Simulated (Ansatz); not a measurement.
CrF₂. Charge 0, multiplicity 5. Geometry B3LYP-D4/def2-TZVP.

Cartesian coordinates in Å:
```
Cr 0.089 -0.362 -0.213
F 1.532 0.279 0.601
F -1.621 0.083 -0.388
```

HSE06 is defined as in plane-wave codes, on full-range PBE exchange.

Q: Estimate the α-spin orbital energies around the gap (eV) in Ansatz with r2SCAN-D4/def2-TZVPD, B97M-V/def2-TZVP, PBE0-D4/def2-SVP, HSE06-D4/def2-TZVP, ωB97M-V/def2-TZVP.

A: 
```tsv
orbital	r2SCAN-D4/def2-TZVPD	B97M-V/def2-TZVP	PBE0-D4/def2-SVP	HSE06-D4/def2-TZVP	ωB97M-V/def2-TZVP
HOMO−13	-51.49	-52.04	-54.05	-53.55	-56.43
HOMO−12	-51.41	-51.94	-53.98	-53.48	-56.27
HOMO−11	-29.67	-30.63	-30.33	-30.96	-34.11
HOMO−10	-29.43	-30.39	-30.05	-30.69	-33.84
HOMO−9	-11.42	-11.43	-12.44	-12.42	-15.38
HOMO−8	-10.66	-10.59	-11.61	-11.56	-14.51
HOMO−7	-10.41	-10.42	-11.39	-11.42	-14.34
HOMO−6	-9.97	-9.92	-10.88	-10.89	-13.84
HOMO−5	-9.88	-9.87	-10.80	-10.85	-13.75
HOMO−4	-9.74	-9.72	-10.54	-10.63	-13.54
HOMO−3	-7.10	-7.12	-8.79	-8.48	-11.38
HOMO−2	-7.07	-7.00	-8.77	-8.48	-11.38
HOMO−1	-6.27	-6.11	-7.62	-7.41	-10.28
HOMO	-6.06	-6.02	-7.26	-7.05	-9.85
LUMO	-4.67	-4.60	-3.04	-3.54	-0.52
LUMO+1	-2.20	-2.33	-1.25	-1.81	0.24
LUMO+2	-0.58	0.34	1.48	0.74	2.97
LUMO+3	0.36	0.97	1.70	1.31	2.97
LUMO+4	0.82	2.25	4.01	2.54	3.73
LUMO+5	2.07	2.34	5.75	2.56	3.74
β HOMO	-9.62	-9.59	-10.44	-10.50	-13.41
β LUMO	-2.49	-2.68	-1.93	-2.46	-0.93
```
